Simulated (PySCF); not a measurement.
## Correlation energy of Si²⁺ (silicon, charge +2)

[Ne] 3s1 3d1, high-spin 3D determinant (an excited configuration). All numbers are calculated (PySCF 2.14, no relativity, point nucleus, in dyall-av3z (19s12p3d2f, 84 functions)). Frozen: [Ne]; 2 electrons correlated; the 23 highest virtual orbitals of each spin left out.

Total MP2 correlation energy: -5.53 mhartree.

Same-spin part -5.53 and opposite-spin part 0.00 mhartree; SCS-MP2 scales them by 1/3 and 6/5 to -1.84 mhartree.
